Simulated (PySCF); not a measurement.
# Dipole moment and polarisability of `CN(C)[SiH2][SiH2][SiH3]`

Species: C₂H₁₃NSi₃.
Structure used (GFN2-xTB), in Å, numbered top down from 1:
```xyz
19
C2H13NSi3 angstrom
C     -1.0374    0.1767   -1.7140
N     -1.3947    0.3942   -0.3374
C     -1.9887   -0.7727    0.2595
Si    -0.4824    1.4950    0.6364
Si     1.6006    0.6982    1.2984
Si     2.4230   -1.0849    0.0660
H     -1.9198   -0.1331   -2.2814
H     -0.6561    1.1009   -2.1417
H     -0.2704   -0.6033   -1.8252
H     -1.2970   -1.6265    0.2767
H     -2.2879   -0.5483    1.2805
H     -2.8758   -1.0691   -0.3078
H     -1.3938    1.7774    1.7537
H     -0.3995    2.6929   -0.2099
H      1.5734    0.3084    2.7217
H      2.5933    1.7883    1.2811
H      2.7477   -0.6995   -1.3121
H      1.4289   -2.1607   -0.0528
H      3.6268   -1.7249    0.6009
```

Level: wB97X-D/def2-SVPD (PySCF), static field, nuclei fixed, core orbitals frozen in the response. The polarisability tensor in these axes (au):

```
x   128.92  -8.54   4.10
y    -8.54 117.60   7.65
z     4.10   7.65 111.94
```

Problem. What are the eigenvalues, a third of the trace, and Δα (Δα² = ½Σ(αi − αj)² over the three pairs)?

Solution. Principal values 103.79, 121.18 and 133.51 au; mean 119.49 au = 17.71 Å³ = 19.70 × 10⁻⁴⁰ C²·m²/J; Δα = 25.86 au (22 % of the mean).

Problem. What is the dipole moment, and where does it point?

Solution. (-0.32, -0.43, -0.27) D, 0.60 D in size, pointing from the negative to the positive side. Measured along this direction, the outermost atoms are H16 at the negative end and H12 at the positive end.

Problem. Find the Langevin capture rate constant for NO+ (29.998 u) meeting this molecule (135.036 u), k = 2.342 × 10⁻⁹ cm³/s × √(α in Å³ / reduced mass in u).

Solution. The reduced mass is 24.55 u, so k = 1.99 × 10⁻⁹ cm³/s. The formula leaves out the permanent dipole, which adds to the capture rate.

Problem. Rayleigh depolarisation ratio (linearly polarised light, static tensor)?

Solution. ρ = 3Δα²/(45ᾱ² + 4Δα²) = 2006.0/(642514 + 2674.7) = 0.00311.

Problem. Form Σ f/ω² (atomic units) for the 8 lowest TDDFT singlets, given as eV and f, and set it beside the mean polarisability, which is this sum over all singlets: 4.95, 0.0176; 5.32, 0.0051; 6.23, 0.0771; 6.35, 0.0074; 6.80, 0.0131; 6.91, 0.0034; 6.97, 0.1406; 7.08, 0.0726.

Solution. They add up to 5.75 au, 4.8 % of the 119.49 au; the largest single term is 2.14 au, from the state at 6.97 eV. Terms in order: 0.53, 0.13, 1.47, 0.14, 0.21, 0.05, 2.14, 1.07 au. Higher excitations give the rest. The strengths listed sum to 0.337.

Geometry: GFN2-xTB, one conformer, isolated molecule.
